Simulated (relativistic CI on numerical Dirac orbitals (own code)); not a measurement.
**Electric-dipole transitions in Tc+**

These numbers are calculated, not measured: Dirac-Coulomb-Breit CI, KLI orbitals optimised for each configuration, a model potential for QED, valence Slater integrals scaled by 0.85, P86 correlation energy added to each configuration (own radial code, finite nucleus).

Configurations in the expansion (outside the closed core [Kr]): 4d5 5s, 4d6, 4d5 5p, 4d4 5s2, 4d5 5d, 4d4 5s 5p, 4d5 6s, 4d3 5s 5p2, 4d5 6p, 4d4 5s 4f, 4d4 5p2, 4d5 7s, 4d3 5s2 5p, 4d5 6d, 4d5 4f, 4d5 7p, 4d5 5f, 4d5 5g, 4d5 8s, 4d5 7d, 4d5 8p, 4d4 5s 6p, 4d5 8d, 4d4 5s 6s, 4d4 5s 7s, 4d4 5s 6d, 4d4 5s 7p, 4d4 5s 5d, 4d4 5s 5f, 4d4 5s 8s, 4d4 5s 8p. Levels of other configurations are missing.

```csv
λ vac (nm),Lower,Upper,A (s⁻¹),log gf,S velocity/length
141.31,4d5 5s 7S_3 [1],4d4 5s 5p 7P°_4 [228],7.35e+08,0.30,0.87
142.10,4d5 5s 7S_3 [1],4d4 5s 5p 7P°_3 [219],7.89e+08,0.22,0.87
142.74,4d5 5s 7S_3 [1],4d4 5s 5p 7P°_2 [216],7.93e+08,0.08,0.87
165.62,4d6 3H_6 [10],4d5 5p 3G°_5 [308],2.86e+08,0.11,0.76
168.10,4d6 5D_4 [2],4d5 5p 5D°_4 [159],2.55e+08,-0.01,0.79
177.20,4d6 5D_4 [2],4d5 5p 5P°_3 [135],1.97e+08,-0.19,0.96
179.57,4d6 1I_6 [29],4d5 5p 1H°_5 [327],5.56e+08,0.47,0.72
182.27,4d6 5D_3 [3],4d5 5p 5D°_4 [130],1.31e+08,-0.23,1.07
183.06,4d6 5D_4 [2],4d5 5p 5F°_5 [124],2.71e+08,0.18,1.04
194.21,4d6 3H_6 [10],4d5 5p 3H°_6 [211],1.83e+08,0.13,1.01
253.67,4d6 5D_4 [2],4d5 5p 5P°_3 [84],1.03e+08,-0.16,0.93
263.72,4d5 5s 7S_3 [1],4d5 5p 7P°_4 [67],3.37e+08,0.50,0.83
269.55,4d5 5s 7S_3 [1],4d5 5p 7P°_3 [62],3.11e+08,0.37,0.82
273.15,4d5 5p 7P°_4 [67],4d5 5d 7D_5 [280],5.04e+08,0.79,0.92
273.19,4d5 5s 7S_3 [1],4d5 5p 7P°_2 [61],3.01e+08,0.23,0.82
273.86,4d5 5s 5G_6 [26],4d5 5p 5H°_7 [125],3.10e+08,0.72,1.00
274.21,4d5 5s 5G_6 [26],4d5 5p 5F°_5 [124],1.96e+08,0.39,0.67
275.85,4d5 5s 5G_5 [27],4d5 5p 5H°_6 [122],2.95e+08,0.64,0.98
278.28,4d5 5s 5G_4 [25],4d5 5p 5H°_5 [120],2.65e+08,0.53,0.97
280.85,4d5 5s 5G_3 [24],4d5 5p 5H°_4 [118],2.39e+08,0.41,0.97
283.25,4d5 5s 5G_2 [23],4d5 5p 5H°_3 [114],2.36e+08,0.30,0.97
284.28,4d5 5s 5D_4 [34],4d5 5p 5F°_5 [151],1.99e+08,0.42,0.95
285.09,4d5 5s 3I_7 [49],4d5 5p 3K°_8 [198],2.86e+08,0.77,1.09
292.79,4d5 5s 5G_6 [26],4d5 5p 5G°_6 [113],2.28e+08,0.58,0.82
294.37,4d5 5s 5G_5 [27],4d5 5p 5G°_5 [112],1.98e+08,0.45,0.84
295.45,4d5 5s 5G_4 [25],4d5 5p 5G°_4 [111],1.80e+08,0.33,0.84
316.08,4d5 5s 1I_6 [64],4d5 5p 1K°_7 [209],1.86e+08,0.62,1.08
329.62,4d5 5s 5S_2 [7],4d5 5p 5P°_1 [87],1.75e+08,-0.07,0.84
331.02,4d5 5s 5S_2 [7],4d5 5p 5P°_2 [86],1.68e+08,0.14,0.84
332.86,4d5 5s 5S_2 [7],4d5 5p 5P°_3 [84],1.63e+08,0.28,0.83
```

Terms are leading LS components. Brackets give the number of a level in order of energy, since labels repeat. The list gives strong lines, with weight on those to low levels, among the lowest 400 of 9228 levels, so that lines to higher ones, which can be the strongest, are missing, and without lines across small gaps between configurations, and without 8 lines that miss the measured interval by over 3.5 %, start from a term whose rates miss tabulated ones by over 60 %, have gauges far apart or, lacking measured levels, span too small a gap for the errors found; lines with a level outside our table were not tested and can miss by more. Levels whose partners in the same complex of configurations lie outside the list can be far off, and so can their lines. Rates are taken at the computed energies, electric ones in the length gauge. A velocity-to-length ratio far from 1 marks an uncertain rate.

For a near-neutral ion this model can misplace configurations by up to about 10,000 cm⁻¹ (more where the count of f electrons changes) and terms by 10 to 25 % of their spread. Rates follow the energies as ν³ (E1, M1) or ν⁵ (E2), so they and the lifetimes can be off by large factors. The fine structure of a lone outer electron comes out too small, for d and f at times inverted, and misplaced configurations move strength between like terms.

LS names give the leading component of a level, which can be under half, so a name can repeat, a term be missing and a line seem to break the LS rules.
